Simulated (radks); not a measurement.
Values are calculated unless marked as measured or tabulated.
Q: Pb57+, 25 electrons, occupied as [Ar] 3d7. Level of theory: non-relativistic Kohn-Sham, TPSS, spin-polarised, spherical densities, point nucleus; open shells are filled with parallel spins first (spin-orbit coupling, left out, can overturn this in heavy ions); meta-GGA in the generalised Kohn-Sham scheme; relativity is left out, which matters for an element this heavy (a radial shooting solver on a logarithmic mesh with Libxc functionals). Some entries of the table are withheld. Estimate them.

orbital,occ.,eigenvalue (hartree),<1/r> (bohr^-1)
1s down,1,-3037.522,81.47
1s up,1,-3037.522,81.47
2s up,1,-619.1095,19.30
2s down,1,-618.5146,19.31
2p up,3,-601.6550,19.31
2p down,3,-601.2226,19.32
3s up,1,-234.8491,7.832
3s down,1,-234.2924,7.816
3p up,3,-227.1891,7.783
3p down,3,-226.5601,7.765
3d up,5,(1),7.690
3d down,2,(2),7.679
4s up,0,(3),(4)
4s down,0,(5),(6)
4p up,0,-118.7298,4.081
4p down,0,-118.5221,4.073

A: 
(1) 3d up eigenvalue (hartree): -213.8221
(2) 3d down eigenvalue (hartree): -212.9798
(3) 4s up eigenvalue (hartree): -122.1335
(4) 4s up <1/r> (bohr^-1): 4.118
(5) 4s down eigenvalue (hartree): -121.9453
(6) 4s down <1/r> (bohr^-1): 4.111
